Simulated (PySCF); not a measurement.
Compound: C6H10NOP.
Atom-mapped SMILES: `[CH3:1][c:2]1[cH:3][o:4][c:5]([N:6]([CH3:7])[CH3:8])[p:9]1` (hydrogens: H10, H11, H12 on C1; H13 on C3; H14, H15, H16 on C7; H17, H18, H19 on C8)

The same species was optimised twice, with GFN2-xTB and with PBE0-D3(BJ)/def2-SVP (PySCF), and the same property calculations (PySCF, gas phase) were run on both structures.

```json
{"coordinate": "C2–P9 (Å)", "GFN2-xTB": "1.785", "PBE0-D3(BJ)/def2-SVP": "1.805", "change": "+0.020"}
{"coordinate": "C5–P9 (Å)", "GFN2-xTB": "1.734", "PBE0-D3(BJ)/def2-SVP": "1.747", "change": "+0.013"}
{"coordinate": "C3–O4 (Å)", "GFN2-xTB": "1.355", "PBE0-D3(BJ)/def2-SVP": "1.364", "change": "+0.009"}
{"coordinate": "C5–N6 (Å)", "GFN2-xTB": "1.365", "PBE0-D3(BJ)/def2-SVP": "1.358", "change": "-0.007"}
{"coordinate": "N6–C7 (Å)", "GFN2-xTB": "1.440", "PBE0-D3(BJ)/def2-SVP": "1.438", "change": "-0.002"}
{"coordinate": "N6–C8 (Å)", "GFN2-xTB": "1.444", "PBE0-D3(BJ)/def2-SVP": "1.442", "change": "-0.002"}
{"coordinate": "O4–C5 (Å)", "GFN2-xTB": "1.340", "PBE0-D3(BJ)/def2-SVP": "1.338", "change": "-0.002"}
{"coordinate": "C1–C2 (Å)", "GFN2-xTB": "1.494", "PBE0-D3(BJ)/def2-SVP": "1.494", "change": "0.000"}
{"coordinate": "C2–C3 (Å)", "GFN2-xTB": "1.350", "PBE0-D3(BJ)/def2-SVP": "1.351", "change": "+0.001"}
{"coordinate": "N6–C5–P9 (°)", "GFN2-xTB": "127.4", "PBE0-D3(BJ)/def2-SVP": "129.4", "change": "+2.0"}
{"coordinate": "C7–N6–C8 (°)", "GFN2-xTB": "116.4", "PBE0-D3(BJ)/def2-SVP": "118.3", "change": "+1.9"}
{"coordinate": "O4–C5–N6 (°)", "GFN2-xTB": "116.9", "PBE0-D3(BJ)/def2-SVP": "115.4", "change": "-1.5"}
{"coordinate": "C5–N6–C8 (°)", "GFN2-xTB": "119.4", "PBE0-D3(BJ)/def2-SVP": "120.8", "change": "+1.4"}
{"coordinate": "C3–O4–C5 (°)", "GFN2-xTB": "110.8", "PBE0-D3(BJ)/def2-SVP": "111.8", "change": "+1.0"}
{"coordinate": "C2–C3–O4 (°)", "GFN2-xTB": "116.0", "PBE0-D3(BJ)/def2-SVP": "115.5", "change": "-0.5"}
{"coordinate": "O4–C5–P9 (°)", "GFN2-xTB": "115.6", "PBE0-D3(BJ)/def2-SVP": "115.2", "change": "-0.4"}
{"coordinate": "C1–C2–C3 (°)", "GFN2-xTB": "125.2", "PBE0-D3(BJ)/def2-SVP": "124.8", "change": "-0.4"}
{"coordinate": "O4–C5–N6–C7 (°)", "GFN2-xTB": "168", "PBE0-D3(BJ)/def2-SVP": "175", "change": "+7"}
```

Rotational constants: A = 3223, B = 958.1, C = 750.7 MHz (GFN2-xTB) against A = 3190, B = 951.1, C = 745.0 MHz (PBE0-D3(BJ)/def2-SVP). Point groups within 0.08 Å: C1 and C1.

On the GFN2-xTB structure: HOMO (eV) -5.25 [PBE0/pcSseg-1]; LUMO (eV) 0.15 [PBE0/pcSseg-1]; dipole (D) 2.14 [PBE0/pcSseg-1]; GIAO shielding of C1 (ppm) 173.6 [PBE0/pcSseg-1]; GIAO shielding of C2 (ppm) 44.4 [PBE0/pcSseg-1]; GIAO shielding of C3 (ppm) 46.9 [PBE0/pcSseg-1]; GIAO shielding of O4 (ppm) 32.2 [PBE0/pcSseg-1]; GIAO shielding of C5 (ppm) -16.9 [PBE0/pcSseg-1]; GIAO shielding of N6 (ppm) 171.5 [PBE0/pcSseg-1]; GIAO shielding of C7/C8 (mean) (ppm) 147.2 [PBE0/pcSseg-1]; GIAO shielding of P9 (ppm) 304.5 [PBE0/pcSseg-1].

Problem. What do these properties become on the PBE0-D3(BJ)/def2-SVP structure?

Solution. 
```json
{"property": "HOMO (eV)", "level": "PBE0/pcSseg-1", "on GFN2-xTB": "-5.25", "on PBE0-D3(BJ)/def2-SVP": "-5.28", "change": "-0.03"}
{"property": "LUMO (eV)", "level": "PBE0/pcSseg-1", "on GFN2-xTB": "0.15", "on PBE0-D3(BJ)/def2-SVP": "0.18", "change": "+0.03"}
{"property": "dipole (D)", "level": "PBE0/pcSseg-1", "on GFN2-xTB": "2.14", "on PBE0-D3(BJ)/def2-SVP": "2.31", "change": "+0.17"}
{"property": "energy, GFN2-xTB geometry as zero (kcal/mol)", "level": "PBE0/pcSseg-1", "on GFN2-xTB": "0.0", "on PBE0-D3(BJ)/def2-SVP": "-2.0", "change": "-2.0"}
{"property": "GIAO shielding of C1 (ppm)", "level": "PBE0/pcSseg-1", "on GFN2-xTB": "173.6", "on PBE0-D3(BJ)/def2-SVP": "169.5", "change": "-4.1"}
{"property": "GIAO shielding of C2 (ppm)", "level": "PBE0/pcSseg-1", "on GFN2-xTB": "44.4", "on PBE0-D3(BJ)/def2-SVP": "42.1", "change": "-2.3"}
{"property": "GIAO shielding of C3 (ppm)", "level": "PBE0/pcSseg-1", "on GFN2-xTB": "46.9", "on PBE0-D3(BJ)/def2-SVP": "47.0", "change": "+0.1"}
{"property": "GIAO shielding of O4 (ppm)", "level": "PBE0/pcSseg-1", "on GFN2-xTB": "32.2", "on PBE0-D3(BJ)/def2-SVP": "34.5", "change": "+2.3"}
{"property": "GIAO shielding of C5 (ppm)", "level": "PBE0/pcSseg-1", "on GFN2-xTB": "-16.9", "on PBE0-D3(BJ)/def2-SVP": "-17.3", "change": "-0.4"}
{"property": "GIAO shielding of N6 (ppm)", "level": "PBE0/pcSseg-1", "on GFN2-xTB": "171.5", "on PBE0-D3(BJ)/def2-SVP": "171.2", "change": "-0.3"}
{"property": "GIAO shielding of C7/C8 (mean) (ppm)", "level": "PBE0/pcSseg-1", "on GFN2-xTB": "147.2", "on PBE0-D3(BJ)/def2-SVP": "146.2", "change": "-1.0"}
{"property": "GIAO shielding of P9 (ppm)", "level": "PBE0/pcSseg-1", "on GFN2-xTB": "304.5", "on PBE0-D3(BJ)/def2-SVP": "303.0", "change": "-1.5"}
```

The heavy atoms differ by 0.046 Å rms after alignment. Among the bonds compared C2–P9 changes most (+0.020 Å). Changes are differences of the printed values. Neither structure is proved a minimum here.

Shape of the structure used: `[CH3:1][c:2]1[cH:3][o:4][c:5]([N:6]([CH3:7])[CH3:8])[p:9]1`: O4–C5–N6–C7 175°.
